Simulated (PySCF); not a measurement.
Species: [Ag(NH3)2]+ (charge +1 and singlet state).
Bonds: Ag1–N2, Ag1–N6. Hydrogens: H3, H4, H5 on N2; H7, H8, H9 on N6.

Theory: PBE0-D3(BJ)/def2-SVP geometry optimisation, gas phase, def2 core potentials past Kr in PySCF.

(1) What internal coordinates does the optimisation give?

Answers

(1) 
```json
{"bond": "Ag1–N2, Ag1–N6", "length (pm)": "214.3"}
{"bond": "N2–H3 and 5 like bonds", "length (pm)": "102.2"}
```

Bonds in one row agree within 1 pm and their mean is given. A selection of angles:
```json
{"angle": "N2–Ag1–N6", "degrees": "179.7"}
{"angle": "Ag1–N2–H3", "degrees": "112.3"}
{"angle": "Ag1–N2–H4", "degrees": "112.6"}
{"angle": "H3–N2–H4", "degrees": "106.3"}
```

N2 (nitrogen bonded to Ag and 3 H) is tetrahedral (angles from 106.3° to 112.6°).

PBE0-D3(BJ)/def2-SVP frequencies: not computed here.
